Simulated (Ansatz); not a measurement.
Ansatz (a quantum-chemistry and plane-wave program) input (B3LYP-D3(BJ)/def2-TZVP):

Ansatz 0.2 input:
```yaml
crystal:
  periodic: [false, false, false]
  atoms:
    - {symbol: C, position_ang: [3.24006760, 0.13599827, -0.06355691]}
    - {symbol: C, position_ang: [1.90269707, -0.42678872, 0.40558890]}
    - {symbol: C, position_ang: [0.71582980, 0.29185486, -0.23822641]}
    - {symbol: C, position_ang: [-0.62961883, -0.28104514, 0.24745518]}
    - {symbol: C, position_ang: [-1.74751904, 0.45324202, -0.41922968]}
    - {symbol: O, position_ang: [-3.10284405, -0.12618422, 0.13506379]}
    - {symbol: H, position_ang: [3.35483581, 0.03543161, -1.14460053]}
    - {symbol: H, position_ang: [4.06838204, -0.39176903, 0.40865056]}
    - {symbol: H, position_ang: [3.33398185, 1.19427245, 0.18759025]}
    - {symbol: H, position_ang: [1.82551154, -0.34236717, 1.49330429]}
    - {symbol: H, position_ang: [1.84643344, -1.49376747, 0.17097681]}
    - {symbol: H, position_ang: [0.78196172, 0.20421545, -1.32653039]}
    - {symbol: H, position_ang: [0.76254538, 1.35862925, -0.00173037]}
    - {symbol: H, position_ang: [-0.70564547, -0.17524553, 1.33148346]}
    - {symbol: H, position_ang: [-0.67306013, -1.34651574, -0.00105063]}
    - {symbol: H, position_ang: [-1.80715886, 0.31422619, -1.49586046]}
    - {symbol: H, position_ang: [-1.83354116, 1.49839514, -0.13699471]}
    - {symbol: H, position_ang: [-3.11678443, -1.10139733, 0.14677807]}
    - {symbol: H, position_ang: [-3.90344902, 0.21579799, -0.30471309]}
basis:
  gaussian:
    orbitals: def2-TZVP
hamiltonian:
  xc: b3lyp
  dispersion: d3bj
total_charge: 1
phonons: {temperatures: {t_min: 298.15, t_max: 298.15, t_step: 100}}
```

Output:

```
Functional definition: B3LYP
integrals: 0.21 GiB planned
1623 factors; their error is unknown
0.34 GiB of the device are held for the grids
1.49 GiB of device memory are held for the factors and their scratch space
mean field: 1.52 GiB planned
mean field evaluation 1: about -7416.2912 eV, gradient 1.0e2 eV
mean field evaluation 2: about -7350.2313 eV, gradient 1.6e2 eV
mean field evaluation 4: about -7439.4511 eV, gradient 1.3e1 eV
mean field evaluation 8: about -7439.7966 eV, gradient 2.6e-1 eV
mean field evaluation 16: about -7439.7592 eV, gradient 1.1e-2 eV
mean field -7439.75923767 eV, -273.4061091346 hartree, gradient 1.9e-5 eV, S^2 0.000000; 0 other end points of the search recorded, 0 dependent functions left out
the calculation of the forces begins
reference -7439.75954715 eV, -273.4061205078 hartree; 25, 25 occupied and 239, 239 virtual orbitals, 1623 factors
these checks for a lower state are left out or cut short: stability, starts, cluster_reference, orbital_swaps, neighbouring_geometries, increment
integrals: 0.21 GiB planned
1623 factors; their error is unknown
0.34 GiB of the device are held for the grids
1.49 GiB of device memory are held for the factors and their scratch space
mean field: 1.51 GiB planned
mean field -7439.75914125 eV, -273.4061055912 hartree, gradient 2.1e-6 eV, S^2 0.000000; 0 other end points of the search recorded, 0 dependent functions left out
the calculation of the forces begins
reference -7439.75945071 eV, -273.4061169636 hartree; 25, 25 occupied and 239, 239 virtual orbitals, 1623 factors
these checks for a lower state are left out or cut short: stability, starts, cluster_reference, orbital_swaps, neighbouring_geometries, increment
integrals: 0.21 GiB planned
1623 factors; their error is unknown
0.34 GiB of the device are held for the grids
1.49 GiB of device memory are held for the factors and their scratch space
mean field: 1.52 GiB planned
mean field evaluation 32: about -7439.7590 eV, gradient 5.4e-4 eV
mean field -7439.75903358 eV, -273.4061016342 hartree, gradient 2.1e-6 eV, S^2 0.000000; 0 other end points of the search recorded, 0 dependent functions left out
the calculation of the forces begins
reference -7439.75934308 eV, -273.4061130083 hartree; 25, 25 occupied and 239, 239 virtual orbitals, 1623 factors
these checks for a lower state are left out or cut short: stability, starts, cluster_reference, orbital_swaps, neighbouring_geometries, increment
integrals: 0.21 GiB planned
1623 factors; their error is unknown
0.34 GiB of the device are held for the grids
1.49 GiB of device memory are held for the factors and their scratch space
mean field: 1.52 GiB planned
mean field -7439.75907076 eV, -273.4061030006 hartree, gradient 2.1e-6 eV, S^2 0.000000; 0 other end points of the search recorded, 0 dependent functions left out
the calculation of the forces begins
reference -7439.75938019 eV, -273.4061143720 hartree; 25, 25 occupied and 239, 239 virtual orbitals, 1623 factors
these checks for a lower state are left out or cut short: stability, starts, cluster_reference, orbital_swaps, neighbouring_geometries, increment
integrals: 0.21 GiB planned
1623 factors; their error is unknown
0.34 GiB of the device are held for the grids
1.49 GiB of device memory are held for the factors and their scratch space
mean field: 1.52 GiB planned
mean field -7439.75906762 eV, -273.4061028851 hartree, gradient 2.1e-6 eV, S^2 0.000000; 0 other end points of the search recorded, 0 dependent functions left out
[...]
integrals: 0.21 GiB planned
1623 factors; their error is unknown
0.34 GiB of the device are held for the grids
1.49 GiB of device memory are held for the factors and their scratch space
mean field: 1.52 GiB planned
mean field -7439.75907698 eV, -273.4061032293 hartree, gradient 2.1e-6 eV, S^2 0.000000; 0 other end points of the search recorded, 0 dependent functions left out
the calculation of the forces begins
reference -7439.75938645 eV, -273.4061146019 hartree; 25, 25 occupied and 239, 239 virtual orbitals, 1623 factors
these checks for a lower state are left out or cut short: stability, starts, cluster_reference, orbital_swaps, neighbouring_geometries, increment
integrals: 0.21 GiB planned
1623 factors; their error is unknown
0.34 GiB of the device are held for the grids
1.49 GiB of device memory are held for the factors and their scratch space
mean field: 1.52 GiB planned
mean field -7439.75910372 eV, -273.4061042118 hartree, gradient 2.1e-6 eV, S^2 0.000000; 0 other end points of the search recorded, 0 dependent functions left out
the calculation of the forces begins
reference -7439.75941322 eV, -273.4061155857 hartree; 25, 25 occupied and 239, 239 virtual orbitals, 1623 factors
these checks for a lower state are left out or cut short: stability, starts, cluster_reference, orbital_swaps, neighbouring_geometries, increment
integrals: 0.21 GiB planned
1623 factors; their error is unknown
0.34 GiB of the device are held for the grids
1.49 GiB of device memory are held for the factors and their scratch space
mean field: 1.52 GiB planned
mean field evaluation 768: about -7439.7592 eV, gradient 1.1e-2 eV
mean field -7439.75923619 eV, -273.4061090800 hartree, gradient 2.1e-6 eV, S^2 0.000000; 0 other end points of the search recorded, 0 dependent functions left out
the calculation of the forces begins
reference -7439.75954566 eV, -273.4061204530 hartree; 25, 25 occupied and 239, 239 virtual orbitals, 1623 factors
these checks for a lower state are left out or cut short: stability, starts, cluster_reference, orbital_swaps, neighbouring_geometries, increment
integrals: 0.21 GiB planned
1623 factors; their error is unknown
0.34 GiB of the device are held for the grids
1.49 GiB of device memory are held for the factors and their scratch space
mean field: 1.52 GiB planned
mean field -7439.75923024 eV, -273.4061088615 hartree, gradient 2.1e-6 eV, S^2 0.000000; 0 other end points of the search recorded, 0 dependent functions left out
the calculation of the forces begins
reference -7439.75953973 eV, -273.4061202349 hartree; 25, 25 occupied and 239, 239 virtual orbitals, 1623 factors
these checks for a lower state are left out or cut short: stability, starts, cluster_reference, orbital_swaps, neighbouring_geometries, increment
integrals: 0.21 GiB planned
1623 factors; their error is unknown
0.34 GiB of the device are held for the grids
1.49 GiB of device memory are held for the factors and their scratch space
mean field: 1.52 GiB planned
mean field -7439.75910790 eV, -273.4061043655 hartree, gradient 2.1e-6 eV, S^2 0.000000; 0 other end points of the search recorded, 0 dependent functions left out
the calculation of the forces begins
reference -7439.75941734 eV, -273.4061157371 hartree; 25, 25 occupied and 239, 239 virtual orbitals, 1623 factors
these checks for a lower state are left out or cut short: stability, starts, cluster_reference, orbital_swaps, neighbouring_geometries, increment
integrals: 0.21 GiB planned
1623 factors; their error is unknown
0.34 GiB of the device are held for the grids
1.49 GiB of device memory are held for the factors and their scratch space
mean field: 1.52 GiB planned
mean field -7439.75916228 eV, -273.4061063639 hartree, gradient 2.1e-6 eV, S^2 0.000000; 0 other end points of the search recorded, 0 dependent functions left out
the calculation of the forces begins
reference -7439.75947180 eV, -273.4061177387 hartree; 25, 25 occupied and 239, 239 virtual orbitals, 1623 factors
these checks for a lower state are left out or cut short: stability, starts, cluster_reference, orbital_swaps, neighbouring_geometries, increment
integrals: 0.21 GiB planned
1623 factors; their error is unknown
0.34 GiB of the device are held for the grids
1.49 GiB of device memory are held for the factors and their scratch space
mean field: 1.52 GiB planned
mean field -7439.75920451 eV, -273.4061079158 hartree, gradient 2.1e-6 eV, S^2 0.000000; 0 other end points of the search recorded, 0 dependent functions left out
the calculation of the forces begins
reference -7439.75951400 eV, -273.4061192894 hartree; 25, 25 occupied and 239, 239 virtual orbitals, 1623 factors
these checks for a lower state are left out or cut short: stability, starts, cluster_reference, orbital_swaps, neighbouring_geometries, increment
integrals: 0.21 GiB planned
1623 factors; their error is unknown
0.34 GiB of the device are held for the grids
1.49 GiB of device memory are held for the factors and their scratch space
mean field: 1.52 GiB planned
mean field evaluation 800: about -7439.7967 eV, gradient 5.3e-4 eV
mean field -7439.75920271 eV, -273.4061078498 hartree, gradient 2.1e-6 eV, S^2 0.000000; 0 other end points of the search recorded, 0 dependent functions left out
the calculation of the forces begins
reference -7439.75951218 eV, -273.4061192227 hartree; 25, 25 occupied and 239, 239 virtual orbitals, 1623 factors
these checks for a lower state are left out or cut short: stability, starts, cluster_reference, orbital_swaps, neighbouring_geometries, increment
integrals: 0.21 GiB planned
1623 factors; their error is unknown
0.34 GiB of the device are held for the grids
1.49 GiB of device memory are held for the factors and their scratch space
mean field: 1.52 GiB planned
mean field -7439.75920422 eV, -273.4061079053 hartree, gradient 2.1e-6 eV, S^2 0.000000; 0 other end points of the search recorded, 0 dependent functions left out
the calculation of the forces begins
reference -7439.75951369 eV, -273.4061192779 hartree; 25, 25 occupied and 239, 239 virtual orbitals, 1623 factors
these checks for a lower state are left out or cut short: stability, starts, cluster_reference, orbital_swaps, neighbouring_geometries, increment
integrals: 0.21 GiB planned
1623 factors; their error is unknown
0.34 GiB of the device are held for the grids
1.49 GiB of device memory are held for the factors and their scratch space
mean field: 1.52 GiB planned
mean field -7439.75920582 eV, -273.4061079640 hartree, gradient 2.1e-6 eV, S^2 0.000000; 0 other end points of the search recorded, 0 dependent functions left out
the calculation of the forces begins
reference -7439.75951532 eV, -273.4061193379 hartree; 25, 25 occupied and 239, 239 virtual orbitals, 1623 factors
Total energy: -7440.36554953 eV, -273.4283906843 hartree
Atom 0 at     3.240068     0.135998    -0.063557 Å, force     0.000040     0.000204    -0.000139 eV/Å
Atom 1 at     1.902697    -0.426789     0.405589 Å, force    -0.000143    -0.000208    -0.000071 eV/Å
Atom 2 at     0.715830     0.291855    -0.238226 Å, force    -0.000310     0.000013    -0.000081 eV/Å
Atom 3 at    -0.629619    -0.281045     0.247455 Å, force     0.000592    -0.000093    -0.000070 eV/Å
Atom 4 at    -1.747519     0.453242    -0.419230 Å, force    -0.000522     0.000264    -0.000008 eV/Å
Atom 5 at    -3.102844    -0.126184     0.135064 Å, force     0.000014    -0.001061    -0.000455 eV/Å
Atom 6 at     3.354836     0.035432    -1.144601 Å, force    -0.000020     0.000020     0.000094 eV/Å
Atom 7 at     4.068382    -0.391769     0.408651 Å, force    -0.000099    -0.000029    -0.000022 eV/Å
Atom 8 at     3.333982     1.194272     0.187590 Å, force     0.000008    -0.000087     0.000022 eV/Å
Atom 9 at     1.825512    -0.342367     1.493304 Å, force    -0.000104    -0.000003     0.000020 eV/Å
Atom 10 at     1.846433    -1.493767     0.170977 Å, force     0.000050     0.000007     0.000047 eV/Å
Atom 11 at     0.781962     0.204215    -1.326530 Å, force     0.000027    -0.000040     0.000011 eV/Å
Atom 12 at     0.762545     1.358629    -0.001730 Å, force     0.000227     0.000107     0.000036 eV/Å
Atom 13 at    -0.705645    -0.175246     1.331483 Å, force    -0.000301     0.000015     0.000154 eV/Å
Atom 14 at    -0.673060    -1.346516    -0.001051 Å, force     0.000021     0.000147    -0.000038 eV/Å
Atom 15 at    -1.807159     0.314226    -1.495860 Å, force     0.000048    -0.000138     0.000100 eV/Å
Atom 16 at    -1.833541     1.498395    -0.136995 Å, force     0.000141     0.000074    -0.000026 eV/Å
Atom 17 at    -3.116784    -1.101397     0.146778 Å, force    -0.000078     0.000744     0.000193 eV/Å
Atom 18 at    -3.903449     0.215798    -0.304713 Å, force     0.000409     0.000064     0.000235 eV/Å
Dipole moment:    -2.138552    -0.121934    -0.253176 e Å
Vibrations: 74.55 92.41 125.80 151.18 191.21 244.30 289.87 346.19 453.64 649.00 685.61 747.43 786.30 863.17 903.24 915.98 995.97 1006.60 1050.93 1078.19 1153.93 1186.04 1234.82 1285.30 1296.00 1330.88 1343.08 1356.04 1390.01 1401.46 1425.72 1489.21 1493.03 1498.43 1501.10 1505.07 1516.69 1641.32 3019.98 3023.79 3032.91 3039.70 3046.42 3067.77 3088.77 3100.71 3108.60 3114.18 3186.49 3630.91 3718.95 cm⁻¹, zero-point energy 4.827877 eV
```

It need not be the lowest isomer of its formula.
